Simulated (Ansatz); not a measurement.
[B(OH)4]- (BO4H4⁻). The state is a singlet with charge -1. Geometry r2SCAN-D4/def2-SVPD, basis def2-TZVPD, Ansatz.

```xyz
9

B    -0.001    0.001   -0.001
O     1.426    0.068    0.396
H     1.558   -0.633    1.042
O    -0.330    1.293   -0.652
H     0.118    1.973   -0.139
O    -0.780   -0.286    1.228
H    -1.642   -0.597    0.934
O    -0.321   -1.070   -0.975
H    -0.028   -0.749   -1.834
```

| run | HOMO (eV) | LUMO (eV) |
| --- | --- | --- |
| A | -5.17 | 4.75 |
| B | -2.54 | 4.04 |
| C | -2.29 | 3.71 |
| D | -0.95 | 3.76 |
| E | -2.07 | 3.48 |
| F | -4.85 | 4.75 |

LC-ωPBE has ω = 0.4 bohr⁻¹. B3LYP takes the VWN-RPA correlation.

The runs used B3LYP, LC-ωPBE, PBE0, r2SCAN, r2SCAN0, ωB97X-V. Estimate which is which.

A LC-ωPBE (range-separated); B r2SCAN0 (25 % exact exchange); C PBE0 (25 % exact exchange); D r2SCAN (0 % exact exchange); E B3LYP (20 % exact exchange); F ωB97X-V (range-separated). Exact exchange lowers occupied and raises empty levels; among semilocal functionals meta-GGAs tend to open the gap a little, and such runs are hard to tell apart. The gap grows from 4.71 eV (r2SCAN) to 9.92 eV (LC-ωPBE).
